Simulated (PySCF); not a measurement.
CuF, charge -1, doublet, at a GFN2-xTB geometry (such geometries of metal compounds can be far from the true shape) (the multiplicity is a formal guess) (in this run its highest filled SCF level lies above zero, so its values depend strongly on the basis, on diffuse functions most of all). Base run: PBE0/aug-cc-pVDZ (PySCF).

Geometry (Å):
```xyz
2

Cu     0.0000     0.0000    -0.3651
F      0.0000     0.0000     1.1766
```
Charge -1, spin multiplicity 2.
Orbitals are unrestricted.
All else is at PySCF's defaults.

Variants of this job, named by their change:

| change | basis functions | E (Eh) | HOMO (eV) |
|---|---|---|---|
| base | 82 | -1740.08140 | 0.76 |
| basis = jorge-DZP-DKH; relativity = spin-free X2C | 58 | -1754.27318 | 1.74 |
| basis = x2c-SVPall; relativity = none | 50 | -1734.90002 | 1.51 |
| basis = cc-pVDZ-DK; relativity = none | 57 | -1732.47896 | 1.24 |
| basis = x2c-SVPall; relativity = spin-free X2C; nucleus = Gaussian (with nucmod='G') | 50 | -1753.97803 | 1.47 |
| basis = x2c-SVPall; relativity = spin-free X2C | 50 | -1753.98413 | 1.47 |
| basis = cc-pVDZ-DK; relativity = spin-free X2C | 57 | -1754.40564 | 1.14 |
| basis = jorge-DZP-DKH; relativity = none | 58 | -1738.65034 | 1.79 |
| basis = jorge-DZP-DKH; relativity = spin-free X2C; nucleus = Gaussian (with nucmod='G') | 58 | -1754.26658 | 1.74 |
| basis = cc-pVDZ-DK; relativity = spin-free X2C; nucleus = Gaussian (with nucmod='G') | 57 | -1754.39809 | 1.14 |

Total energies compare only within one method and basis.

Open shells are given as the SCF converged; they aren't shown to be the lowest states, and a large step between rows can be another state.

Basis sets contracted for a relativistic Hamiltonian are a mismatch without it, so the rows without relativity aren't non-relativistic limits. No row has spin-orbit coupling; sets with core potentials leave out the core electrons.
